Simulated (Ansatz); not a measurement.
Geometry optimisation, RKS r2SCAN-D4/6-31G* in Ansatz 0.2.0.

Input file:

```yaml
crystal:
  periodic: [false, false, false]
  atoms:
    - { symbol: F, position_ang: [-1.5234, -0.1639, 1.5053] }
    - { symbol: B, position_ang: [-0.7514, -0.3554, 0.33] }
    - { symbol: Si, position_ang: [0.4971, 0.9919, -0.2528] }
    - { symbol: S, position_ang: [-0.8311, -1.9531, -0.6304] }
    - { symbol: H, position_ang: [0.2095, 1.4129, -1.6253] }
    - { symbol: H, position_ang: [0.4645, 2.1613, 0.6671] }
    - { symbol: H, position_ang: [1.9103, 0.4193, -0.2065] }
    - { symbol: H, position_ang: [0.1168, -2.57, 0.1568] }
basis:
  gaussian: { orbitals: "6-31G*" }
hamiltonian:
  xc: r2scan
  dispersion: d4
relax:
  f_tol: 0.015
  max_steps: 40
```

Launched with:

```bash
$ ansatz run input.yaml --threads 1 --pin off --max-ram 2048MiB --backend cpu --events-out ev --progress --plain --runs-dir out
```

**Question.** Where does it end, and by what steps?

**Answer.** It converged. The force dipped under the threshold on the way, but the program's further checks kept it going. After 18 steps the energy has fallen by 0.892 eV; H8 moved furthest, 1.46 Å.

```csv
step,energy less start (eV),largest force component (eV/Å),accepted
0,0.0000,2.718,yes
1,-0.2215,1.841,yes
2,-0.2970,0.943,yes
3,-0.3796,0.656,yes
4,-0.5316,0.696,yes
5,-0.6472,1.330,yes
6,-0.7596,0.691,yes
7,-0.8296,0.584,yes
8,-0.8659,0.226,yes
9,-0.8659,0.475,yes
10,-0.8701,0.543,yes
11,-0.8886,0.183,yes
12,-0.8900,0.090,yes
13,-0.8907,0.177,yes
14,-0.8905,0.146,no
15,-0.8913,0.023,yes
16,-0.8914,0.002,yes
17,-0.8915,0.020,yes
18,-0.8916,0.009,yes
```

```xyz
8
Properties=species:S:1:pos:R:3
F -0.355 -0.809 1.717
B -0.267 -0.582 0.404
Si 0.576 1.131 -0.285
S -0.913 -1.822 -0.746
H 0.574 1.186 -1.773
H -0.170 2.311 0.241
H 1.984 1.233 0.198
H -1.336 -2.706 0.187
```

Run time: 50 s on 1 thread of Intel(R) Xeon(R) 6975P-C (Granite Rapids) (shared host), peak memory 0.18 GiB.
